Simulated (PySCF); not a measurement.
# How the method moves the HOMO and LUMO of `CCS[Si](F)(F)F`

Compound: C₂H₅F₃SSi.
Geometry (PBE0-D3(BJ)/def2-SVP, Å), atoms numbered from 1 in this order:
```xyz
12
C2H5F3SSi angstrom
C     -1.6195    0.1657   -0.0607
C     -0.7012   -0.8586    0.5716
S      0.6200   -0.1251    1.6313
Si     1.9143    0.5056    0.1224
F      3.2996    0.9621    0.7754
F      1.3655    1.7350   -0.7515
F      2.1964   -0.6605   -0.9427
H     -2.0787    0.8105    0.7026
H     -1.0795    0.8129   -0.7672
H     -2.4255   -0.3438   -0.6121
H     -0.2227   -1.5089   -0.1752
H     -1.2457   -1.5139    1.2671
```

Basis pcSseg-1 throughout (PySCF), one geometry. Isolated species at its PBE0-D3(BJ)/def2-SVP geometry (one conformer only).

Q: How do the orbital energies, the gap and the dipole change with the method?

A: 
```csv
method,kind,HOMO (eV),LUMO (eV),gap (eV),μ (D),SCF cycles
PBE,GGA,-6.65,-1.17,5.48,2.67,14
OPBE,GGA,-6.66,-1.02,5.64,2.66,15
KT3,GGA,-6.74,-1.23,5.52,2.68,15
B3LYP,global hybrid,-7.68,-0.44,7.24,2.76,12
BHandHLYP,global hybrid,-9.09,0.77,9.86,2.90,12
CAM-B3LYP,range-separated hybrid,-9.27,0.89,10.16,2.77,12
LC-wPBE,range-separated hybrid,-10.70,2.12,12.82,2.74,14
HF,Hartree–Fock,-10.87,3.30,14.17,3.01,10
```

The HOMO spans 4.22 eV, from PBE down to HF, and the gap runs from 5.48 eV (PBE) to 14.17 eV (HF). Over the methods PBE (0 %), OPBE (0 %), KT3 (0 %), B3LYP (20 %), BHandHLYP (50 %), HF (100 %), a straight line through the gap against the share of exact exchange rises by 0.86 eV for each 10 % (correlation coefficient 1.000). The dipole ranges from 2.66 D (OPBE) to 3.01 D (HF). This basis has no diffuse functions.
